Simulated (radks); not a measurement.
Results of a calculation; reference values are marked as such.
All-electron atom: La36+ in [Ar] 3d3.

Code: a radial shooting solver on a logarithmic mesh with Libxc functionals. Model: scalar-relativistic Kohn-Sham, LB94 model potential, spin-polarised, spherical densities, finite nucleus; open shells are filled with parallel spins first (spin-orbit coupling, left out, can overturn this in heavy ions); Fermi nuclear charge, rms radius 4.855 fm.

Energy parts (hartree):
part                   energy
kinetic             8017.7997
electron-nucleus  -16713.7065
Hartree             1315.0261
(The LB94 potential has no energy functional, so no total or exchange-correlation energy is given.)

Orbitals (lengths in bohr, moments of r in powers of bohr):
| orbital | occ. | eigenvalue (hartree) | <r> |
|---|---|---|---|
| 1s down | 1 | -1498.226 | 0.02503 |
| 1s up | 1 | -1498.213 | 0.02503 |
| 2s up | 1 | -294.9697 | 0.1065 |
| 2s down | 1 | -294.9669 | 0.1064 |
| 2p down | 3 | -271.8999 | 0.09323 |
| 2p up | 3 | -271.8794 | 0.09331 |
| 3s up | 1 | -106.6068 | 0.2677 |
| 3s down | 1 | -106.0964 | 0.2682 |
| 3p up | 3 | -99.32913 | 0.2618 |
| 3p down | 3 | -98.81240 | 0.2623 |
| 3d up | 3 | -90.23109 | 0.2328 |
| 3d down | 0 | -89.74164 | 0.2329 |
| 4s up | 0 | -54.46683 | 0.5146 |
| 4s down | 0 | -54.29053 | 0.5158 |
| 4p up | 0 | -51.56807 | 0.5175 |
| 4p down | 0 | -51.39715 | 0.5188 |

The highest occupied level is 3d up at -2455.3 eV. Spin moment in Bohr magnetons: 3.
